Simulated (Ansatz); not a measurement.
`FC(F)(Br)C(F)(F)Br` + H₂ → `FC(F)Br` + `FC(F)Br` at 500 K and 1 bar (hydrogenolysis of a C–C bond).

Gas-phase electronic energies from Ansatz, PBE0-D4/def2-TZVP geometries. CCSD(T)/CBS is the MP2 limit (def2-TZVPP, def2-QZVPP) plus CCSD(T) − MP2 in def2-TZVPP, frozen cores. This one scheme is used for every species. For Br outer-core shells are correlated without core-valence functions, which leaves a few kJ/mol of doubt a bond. Scalar relativity is left out up to krypton. One conformer a species, not always the lowest.

```tsv
species	CCSD(T)/CBS energy (Eh)	H − E (kJ/mol)	S (J/(mol·K))
`FC(F)(Br)C(F)(F)Br`	-5621.88079	114.9	452.8
H₂	-1.17544	41.0	145.5
`FC(F)Br`	-2811.54081	86.4	326.9
`FC(F)Br`	-2811.54081	86.4	326.9
```

H − E and S are ideal-gas, rigid-rotor, harmonic terms from PBE0-D4/def2-TZVP, for one conformer and one mirror image of each species. The MP2-based limit puts H₂ 0.8 mEh under its directly extrapolated value; such offsets cancel only in part. 1 Eh = 2625.50 kJ/mol, R = 8.31446 J/(mol·K).

Q: By hand: ΔE, ΔH, ΔS and ΔG.

A: ΔE = (-2811.54081) + (-2811.54081) − (-5621.88079) − (-1.17544) = -0.02539 Eh = -66.7 kJ/mol. Δ(H − E) = 86.4 + 86.4 − 114.9 − 41.0 = 16.9, so ΔH = -49.8 kJ/mol. ΔS = 326.9 + 326.9 − 452.8 − 145.5 = 55.5 J/(mol·K). ΔG = -49.8 − 500 × (55.5)/1000 = -77.5 kJ/mol.

Q: By hand: the equilibrium constant, and the temperature at which ΔG would vanish if ΔH and ΔS stayed fixed.

A: log₁₀ K = −ΔG/(RT ln 10) = 8.1. ΔH and −TΔS have one sign here, so there is no such temperature.

TΔS isn't small against ΔH here. A doubt of 5 kJ/mol in ΔE shifts log₁₀ K by 0.5 here. Other conformers and mirror images would add mixing entropy, several J/(mol·K) or more a flexible species. These are equilibria of isolated gas molecules and say nothing of rates. Largest T1 diagnostic: 0.011 (customary marks: 0.02 for closed shells, 0.045 for open ones).
